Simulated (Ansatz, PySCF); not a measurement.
H₂Cl₃FGeSi (SMILES F[SiH2][Ge]([Cl])([Cl])[Cl]), singlet, at a GFN2-xTB geometry. Base run: CASSCF(4,5)/STO-3G (PySCF).

The PySCF input:
```python
from pyscf import gto, scf, mcscf
import numpy

mol = gto.M(
    atom='''
Si    2.208981   -0.251512   -0.092994
F     2.786468    1.068145    0.602359
Ge   -0.199825   -0.061797   -0.034921
Cl   -1.094343   -0.102782    1.922003
Cl   -1.036434    1.678596   -0.983954
Cl   -1.101620   -1.725385   -1.071989
H     2.651783   -1.356950    0.737768
H     2.689423   -0.214953   -1.462646
''',
    basis='sto-3g',
    charge=0,
    spin=0,
    verbose=4,
)

mf = scf.RHF(mol)
mf.kernel()
mc = mcscf.CASSCF(mf, 5, 4)
mc.fix_spin_(ss=0.0)
mc.kernel()
occ = numpy.linalg.eigvalsh(mc.fcisolver.make_rdm1(mc.ci, mc.ncas, mc.nelecas))[::-1]
ss = mc.fcisolver.spin_square(mc.ci, mc.ncas, mc.nelecas)[0]
print('natural occupations', occ.round(4), ' <S^2>', round(ss, 4))
```

Programs used: Ansatz (a program for electronic structure), PySCF; a row that names a program was run with it.

Variants of this job, named by their change:

| change | ΔE vs base (mEh) | natural occupations | <S^2> of the state | outcome |
|---|---|---|---|---|
| base | 0.000 | 1.98 1.98 0.02 0.01 0.00 | 0.00 | converged |
| fix_spin_ = off | 0.000 | 1.98 1.98 0.02 0.01 0.00 | 0.00 | converged |
| orbitals = fixed (CASCI); correction = SC-NEVPT2 | -76.237 | 2.00 2.00 0.00 0.00 0.00 | 0.00 | converged |
| orbitals = fixed (CASCI) | 15.531 | 2.00 2.00 0.00 0.00 0.00 | 0.00 | converged |
| active space = 8 electrons, 7 orbitals | - | - | - | not converged |
| solver = newton | 0.000 | 1.98 1.98 0.02 0.01 0.00 | 0.00 | converged |
| code = ansatz | -15.325 | - | - | converged |
| active space = 6 electrons, 8 orbitals | -11.514 | 1.98 1.98 1.98 0.02 0.02 0.01 0.00 0.00 | 0.00 | converged |
| conv_tol = 1e-5 | 0.616 | 1.99 1.98 0.02 0.01 0.00 | 0.00 | converged |
| start = MP2 natural orbitals | -8.303 | 1.98 1.97 0.03 0.01 0.00 | 0.00 | converged |
| correction = SC-NEVPT2 | -80.704 | 1.98 1.98 0.02 0.01 0.00 | 0.00 | converged |

Active orbitals are taken around the Fermi level unless the row says otherwise; CASSCF can end in different local minima, and two programs can end on different orbitals. State-averaged rows give the lowest state.
